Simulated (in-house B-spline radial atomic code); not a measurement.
Ba⁺. Computed with a B-spline radial atomic code. Model: non-relativistic spherical atom: semilocal Troullier-Martins pseudo-atom, one channel per l, against all electrons, high spin, G0W0 and RPA with empty states to l = 8, local potential for every l without a channel, a model core (radius 0 = none) keeps its share of the functional.

Without relativity these are model numbers for so heavy an element.

What the tables leave out is listed at the end.

The pseudopotential gives back the lowest level of each angular momentum of its own functional in the configuration it was made in; a second state of the same l is only approximately right. Exact exchange, RPA and GW see the smooth pseudo-orbitals and miss the exchange with the core, for which the functional's share stands in. The column with an uncorrelated core keeps all orbitals and exact exchange, and so separates missing core correlation from pseudisation. Only the three outermost levels and the lowest empty one were computed. RPA here is direct RPA, with no exchange kernel, and its energies carry an (l + 1/2)⁻⁴ tail. A hybrid on a potential with a model core restores only its own semilocal share of the core's exchange.

Command:
```bash
python run_psgw.py task.json out
```
Settings (lengths in bohr, energies in hartree):
```
Z                      56
electrons              55
configuration          [Xe] 6s1
generated_in           [Xe] 6s2
functional             pbe,pbe
core_shells            8
radius_factor          1
core_correction        True
ion_configuration      [Kr] 4d10 5s2 5p6
```

Time taken, with all properties: 60 s on 1 thread of Intel(R) Xeon(R) Platinum 8259CL CPU @ 2.50GHz (Skylake/Cascade Lake) (shared host).

Given: made with PBE; model core radius 0.52 bohr; local radius 0.844 bohr; mean-field start PBE0.

Valence shells of the generating configuration: 4d, 5s, 5p, 6s.

Channel: s 1.544, p 1.678, d 0.697 (radii in bohr).

Computed: largest level miss in the spin-unpolarised generating configuration 0.033 eV; valence RPA correlation energy pseudo -1.4292 hartree; all-electron RPA polarisability, core included 76.441 bohr³; ionisation by mean-field all-electron 9.6691 eV; ionisation by mean-field pseudo minus all 0.067 eV; ionisation by RPA all-electron 10.064 eV; ionisation by RPA pseudo minus all 0.087 eV.

| level | occupied | mean-field all-electron (eV) | mean-field pseudo minus all (eV) | G0W0 all-electron (eV) | G0W0 uncorrelated core minus all (eV) | G0W0 pseudo minus all (eV) | exchange self-energy all-electron (eV) | exchange self-energy pseudo (eV) |
| --- | --- | --- | --- | --- | --- | --- | --- | --- |
| 6s up | 1 | -8.0861 | -0.054 | -10.093 | 0.01 | -0.126 | -6.9161 | -6.7114 |

Question: What is the pseudo-atom RPA polarisability?

Answer: 75.356 bohr³.

Question: What is the valence RPA correlation energy all-electron orbitals?

Answer: -1.1322 hartree.

Among the listed levels the largest G0W0 shift of the pseudo-atom is -0.13 eV, for 6s up on the PBE0 start, while leaving the core uncorrelated moves that level by +0.01 eV. The rest, -0.14 eV, comes from pseudisation and the lost core exchange. Not in the tables (levels of low weight, unsolved or above zero; the highest and the empty levels are kept at any weight): the PBE start was refused, since an empty level lay at or below an occupied one; on PBE0 the G0W0 levels 5p down (pseudo minus all -0.59 eV, weights 0.74 and 0.78), 5p up (pseudo minus all -0.58 eV, weights 0.72 and 0.76), 5d up (pseudo minus all -0.47 eV, weights 0.28 and 0.62); no Hartree-Fock pseudo-atom is run with a model core.
